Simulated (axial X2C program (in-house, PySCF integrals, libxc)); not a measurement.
What spin–orbit coupling does to TcH⁺

Calculated with an in-house relativistic program for diatomic molecules. Spin-free means the one-electron spin-free X2C Hamiltonian; two-component (2c) means X2C with spin–orbit coupling and atomic mean-field two-electron Coulomb and Gaunt terms, so the difference of the two also holds small scalar two-electron terms. Basis: Tc dyall-cv3z [12s12p8d5f3g], H dyall-v3z [6s2p1d] (cores contracted in-house); Gaussian nuclei, density fitting, unrestricted open shells. Masses: Tc 98.907 u, H 1.008 u.

Spin-free state: M_S = 5/2, Λ = 0 (beyond evenly filled blocks: σα, π+α, π-α, δ+α, δ-α); fragments Tc+ + H.

```csv
level,Re (Å),ωe (cm⁻¹),De (eV),μ (D)
PBE0,1.657,1909.7,2.411,-1.77
HF,1.729,1652.9,1.017,-2.75
MP2,1.646,1961.9,2.021,n/a
CCSD,1.670,1883.4,2.245,n/a
CCSD(T),1.669,1883.4,2.299,n/a
M06,1.670,1879.0,n/a,-1.92
```

Correlated methods: 7 electrons correlated (number of frozen shells: Tc 4 s, 3 p, 1 d; H none), 215 virtual spin orbitals or spinors in MP2, 73 natural virtuals in coupled cluster.

Dipoles are positive if H is the positive end and refer to the centre of mass.

Two-component determinant lowest at the distance of the search:

Ω = 5/2 (⟨Sz⟩ = 2.50, ⟨Lz⟩ = 0.00 at HF); fragments Tc+ + H.

```tsv
level	Re (Å)	ωe (cm⁻¹)	De (eV)	μ (D)
PBE0	1.657	1908.8	2.412	-1.77
HF	1.729	1652.9	1.017	-2.75
MP2	1.646	1961.6	2.021	n/a
CCSD	1.670	1882.6	2.245	n/a
CCSD(T)	1.669	1882.5	2.299	n/a
M06	1.670	1877.5	n/a	-1.92
```

(1) From the two tables, how do the constants change at the CCSD(T) level (2c against spin-free)?

One determinant describes the state; a PBE0 search over occupations chose it and may have missed a lower one. De is counted from the lowest determinant-based energies of the atoms at the same level, without counterpoise correction. De is not given where an atomic determinant may have missed its ground term or J level, or where the truncated virtual space spoils (T). Density functionals use the spin component along the axis (collinear). Coupled cluster ran in a truncated set of natural virtual spinors; the MP2 energy of the rest was added. (T) has no such correction and the atoms are truncated less, which lowers De at CCSD(T) by a hundredth of an eV or more. Without a current term, density functionals place determinants with orbital angular momentum somewhat too high. With several unpaired electrons one determinant need not be a pure state. This is the top spin component of a Σ state; components of lower Ω are not single determinants and can lie lower. The determinant is spin-polarised beyond a pure state at some levels (its spin-free form has ⟨S²⟩ too high), which makes Re and μ there less reliable.

## Answers

(1) At the CCSD(T) level Re is unchanged within 0.001 Å and ωe goes down by 0.9 cm⁻¹; De changes by 0.000 eV.
